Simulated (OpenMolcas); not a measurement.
An atom or ion with 20 electrons was computed by XMS-CASPT2, IPEA 0.25 Eh, imaginary shift 0.1 Eh with spin-orbit coupling (OpenMolcas, ANO-RCC-VTZP, DKH2). The lowest levels that the run gave, each within 12 % of the measured value where one is at hand:

```json
{"J": "2", "Parity": "even", "E (cm⁻¹)": "0.0", "g": "0.666"}
{"J": "3", "Parity": "even", "E (cm⁻¹)": "195", "g": "1.084"}
{"J": "4", "Parity": "even", "E (cm⁻¹)": "448", "g": "1.251"}
{"J": "2", "Parity": "even", "E (cm⁻¹)": "8970", "g": "1.003"}
{"J": "0", "Parity": "even", "E (cm⁻¹)": "11160", "g": ""}
{"J": "1", "Parity": "even", "E (cm⁻¹)": "11230", "g": "1.501"}
{"J": "2", "Parity": "even", "E (cm⁻¹)": "11360", "g": "1.498"}
{"J": "4", "Parity": "even", "E (cm⁻¹)": "15080", "g": "1.000"}
{"J": "0", "Parity": "even", "E (cm⁻¹)": "33830", "g": ""}
```

**Question.** Which ion is it, and what are the configurations and terms?

**Answer.** Ti2+ (Z = 22, charge +2; active space 2 electrons in 10 orbitals (3d 4d)). J, parity and g give the terms where levels are pure, and mixed ones are named by the computed weights; the size of the splittings, set against known spectra of the 20-electron sequence, gives the charge. In order, with the measured energies in cm⁻¹ (Corliss and Sugar, J. Phys. Chem. Ref. Data 8, 1 (1979)): 3d² ³F₂, 3d² ³F₃ (185), 3d² ³F₄ (420), 3d² ¹D₂ (8474), 3d² ³P₀ (10538), 3d² ³P₁ (10604), 3d² ³P₂ (10721), 3d² ¹G₄ (14398), 3d² ¹S₀ (32476).

CASPT2 does not keep the components of a term degenerate, so their means are used; among the terms shown or strongly mixed into the levels shown the widest spread is 930 cm-1 (3d² ³F). Active for correlation alone: 4d; no level in the range computed is led by a configuration that fills it, so any true level of that kind is missing. Computed and measured levels are paired by configuration, term and J; levels that our copy of the source lacks, or whose pairing is in doubt (as where it misses far off the trend of its configuration), stay unpaired and out of the deviations. Levels of configurations outside the active space are missing.
